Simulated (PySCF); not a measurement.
# Pt: ionisation energy

Pt [Xe] 4f14 5d9 6s1 (3D) → Pt⁺ [Xe] 4f14 5d9 (2D), as a difference of total energies. All numbers are calculated (PySCF 2.14, scalar relativity through the core potential, in aug-cc-pwCVTZ-PP with ECP60MDF). Correlated levels: valence: 5s2 5p6 frozen; valence and next inner shell: nothing frozen outside the core potential. The calculations carry no spin-orbit coupling.

```json
{"method": "UHF", "ionisation energy (eV)": "7.566"}
{"method": "LDA", "ionisation energy (eV)": "9.734"}
{"method": "PBE", "ionisation energy (eV)": "9.341"}
{"method": "PBE0", "ionisation energy (eV)": "9.047"}
{"method": "revPBE", "ionisation energy (eV)": "9.216"}
{"method": "HSE06", "ionisation energy (eV)": "9.077"}
{"method": "PBEsol", "ionisation energy (eV)": "9.408"}
{"method": "MP2 (valence)", "ionisation energy (eV)": "9.012"}
{"method": "SCS-MP2 (valence)", "ionisation energy (eV)": "8.788"}
{"method": "MP2 (valence and next inner shell)", "ionisation energy (eV)": "9.218"}
{"method": "SCS-MP2 (valence and next inner shell)", "ionisation energy (eV)": "8.944"}
```

Problem. How much does correlation contribute at MP2 (valence and next inner shell)?

Solution. 9.218 − (7.566) = 1.652 eV, measured against UHF.

The reference lies between the lowest fine-structure levels, while these numbers refer to the centres of the terms.

Errors of the correlated levels include the incompleteness of this basis and the frozen core.

For comparison: 8.959 eV (measured; NIST Atomic Spectra Database, ionization energies).
